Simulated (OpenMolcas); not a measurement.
Co2+ (d7) in a complex was computed by CASSCF with the d shell active (OpenMolcas, ANO-RCC-VDZP on the metal). Its lowest spin-free states, and all those of the highest spin:

```json
{"2S+1": "4", "Degeneracy": "1", "E (cm-1)": "0.0"}
{"2S+1": "4", "Degeneracy": "3", "E (cm-1)": "1273"}
{"2S+1": "4", "Degeneracy": "3", "E (cm-1)": "2269"}
{"2S+1": "2", "Degeneracy": "2", "E (cm-1)": "18937"}
{"2S+1": "2", "Degeneracy": "1", "E (cm-1)": "18949"}
{"2S+1": "2", "Degeneracy": "3", "E (cm-1)": "18976"}
{"2S+1": "4", "Degeneracy": "3", "E (cm-1)": "19280"}
{"2S+1": "2", "Degeneracy": "3", "E (cm-1)": "19643"}
{"2S+1": "2", "Degeneracy": "3", "E (cm-1)": "24326"}
{"2S+1": "2", "Degeneracy": "3", "E (cm-1)": "24770"}
{"2S+1": "2", "Degeneracy": "2", "E (cm-1)": "25311"}
{"2S+1": "2", "Degeneracy": "3", "E (cm-1)": "25507"}
```

Problem. Is the site octahedral, tetrahedral or cube-like, axial, or of lower symmetry?

Solution. The states with 2S+1 = 4 have orbital degeneracies 1, 3, 3, 3. Threefold states need a cubic site. For d7 at this spin an octahedron puts the threefold T1 below the threefold T2 and a tetrahedron or cube puts the single A2 below the threefold T2, so the site is a tetrahedron or a cube, which this pattern cannot tell apart. The first gap at this spin, 1270 cm-1, is |10Dq| in ligand-field theory. The run had Co2+ with 4 ligands (sulfide) in tetrahedral coordination (Td) at 2.36 Å. A charge of +1.5 e stands 2.8 Å behind each ligand. Ligand basis ANO-RCC-VDZP.

Without dynamic correlation the repulsion within the d shell is too large (B by tens of per cent), so at a given field states of lower spin stand too high. The sulfide ions are held by bare point charges, a crude embedding. Ligand-to-metal charge-transfer states are missing. With oxide or sulfide held by bare charges the field of late divalent 3d ions can come out several times too small, and g and χT far too large. With no ligand orbital active B as a rule stays too high, so bands that hang on it stand too high and its fall with covalency is understated. With metal d orbitals alone and no dynamic correlation the field as a rule comes out too small, by tens of per cent, by up to half for chloride and softer ligands, and the orbital part of g and χT, which goes as 1/10Dq, too large. No measured value stands beside these numbers; the geometry was imposed, not optimised, and the real ion may take another.
